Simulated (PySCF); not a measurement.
## Working out the ionisation energy of Sc

Sc [Ar] 3d1 4s2 (2D) → Sc⁺ [Ar] 3d1 4s1 (3D). All numbers are calculated (PySCF 2.14, no relativity, point nucleus, in def2-TZVP). Frozen: [Ar]. Energies in hartree (1 hartree = 27.21139 eV):

```
             part   Sc (lower)  Sc⁺ (upper)
              UHF  -759.724439  -759.527196
MP2 opposite-spin    -0.023515     0.000000
    MP2 same-spin    -0.002487    -0.002574
```

Question: What does Hartree-Fock give?

Answer: (-759.527196) − (-759.724439) = 0.197243 hartree = 5.367 eV.

Question: What do MP2 and SCS-MP2 (6/5 opposite-spin, 1/3 same-spin) give?

Answer: The opposite-spin parts differ by 0.640 eV and the same-spin parts by -0.002 eV. MP2: 5.367 + (0.640) + (-0.002) = 6.005 eV. SCS-MP2: 5.367 + 1.2 × (0.640) + (-0.002)/3 = 6.134 eV.

Measured between the centres of the two terms (NIST): 6.562 eV, so MP2 (valence) is off by -0.557 eV.

The calculation is non-relativistic.

What remains against the reference includes basis incompleteness, the frozen core and correlation beyond second order.
